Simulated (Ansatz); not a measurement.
The cluster Li₆H₆⁻ (the lowest doublet isomer of a short search). Charge -1, multiplicity 2. Geometry r2SCAN-D4/def2-TZVPD, basis def2-TZVPD, Ansatz.

```xyz
12

Li    0.474   -0.777   -1.048
Li    1.273   -1.097    1.390
Li   -1.272    1.097   -1.386
Li   -1.058   -1.725    0.805
Li   -0.472    0.778    1.049
Li    1.059    1.729   -0.803
H    -0.575    2.241   -0.125
H    -0.350   -0.722    2.173
H    -1.338   -0.363   -0.337
H     0.351    0.719   -2.174
H     1.335    0.360    0.334
H     0.575   -2.241    0.122
```

```tsv
run	HOMO (eV)	LUMO (eV)
A	0.77	1.39
B	0.45	2.34
C	0.92	1.32
D	0.56	1.91
```

The structure comes from a short search, and lower isomers may exist.

HOMO and LUMO are taken over both spins.

Task: The runs used CAM-B3LYP, PBE0, r2SCANh, ωB97M-V. Estimate which is which.

Result: A PBE0 (25 % exact exchange); B ωB97M-V (range-separated); C r2SCANh (10 % exact exchange); D CAM-B3LYP (range-separated). Exact exchange lowers occupied and raises empty levels; among semilocal functionals meta-GGAs tend to open the gap a little, and such runs are hard to tell apart. The gap grows from 0.40 eV (r2SCANh) to 1.89 eV (ωB97M-V). At PBE0-D4/def2-TZVPD, ωB97M-V/def2-TZVPD, r2SCANh-D4/def2-TZVPD, CAM-B3LYP-D4/def2-TZVPD the highest occupied level of the charge -1 doublet lies above zero (up to 0.92 eV). Energy differences put its binding near zero (0.03 eV; vertical, to the charge 0 singlet, at PBE0-D4/def2-TZVPD), which leaves it undecided.
